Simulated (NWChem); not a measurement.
System: GeH4; SMILES [GeH4]

```xyz
5

Ge     0.0000     0.0000     0.0000
H      1.0627     0.0000    -1.1108
H      0.4317     0.9580     1.1221
H     -0.1477    -1.4209     0.5679
H     -1.3467     0.4629    -0.5792
```
Atoms are numbered in this order, from 1.

Computed with NWChem. Coordinates come from a PBE0/def2-SVP optimisation. GIAO values for the isolated, static molecule; σ is the absolute isotropic shielding.

| level | basis functions | σ Ge1 (ppm) | σ H2 (ppm) |
|---|---|---|---|
| B3LYP/cc-pVDZ | 47 | 1805.3 | 27.82 |
| B3LYP/cc-pVTZ | 99 | (withheld) | 27.84 |
| B3LYP/pcSseg-1 | 61 | 1631.1 | 27.80 |
| B3LYP/pcSseg-2 | 119 | 1628.5 | 27.81 |

Problem. What belongs in the gaps?

Solution. 
- B3LYP/cc-pVTZ, σ Ge1 (ppm): 1687.6
